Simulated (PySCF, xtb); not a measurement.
C₃H₁₀OSi₂, SMILES C[Si@@H]1C[SiH2]CO1. The values are those of a single conformer.

Harmonic wavenumbers (cm⁻¹) from GFN2-xTB run with xtb at its own minimum, in rising order: 38, 98, 104, 156, 231, 320, 439, 455, 537, 625, 630, 660, 670, 692, 733, 753, 765, 767, 786, 808, 836, 861, 973, 1087, 1102, 1188, 1269, 1373, 1463, 1480, 1485, 1492, 2183, 2236, 2243, 2903, 2943, 3000, 3021, 3044, 3060, 3062.

Question: What does PBE0-D3(BJ)/def2-SVP (PySCF) give at its own minimum? (An estimate is asked for; the answer gives what the named calculation found.)

Answer: 42, 128, 149, 187, 255, 352, 398, 502, 557, 618, 655, 663, 684, 718, 763, 771, 779, 807, 849, 894, 909, 948, 973, 1003, 1116, 1236, 1264, 1273, 1374, 1423, 1428, 1461, 2204, 2220, 2225, 3019, 3059, 3095, 3109, 3163, 3166, 3170. Paired by order, the mean absolute difference is 49 cm⁻¹ and the zero-point energies are 75.2 and 76.6 kcal/mol.
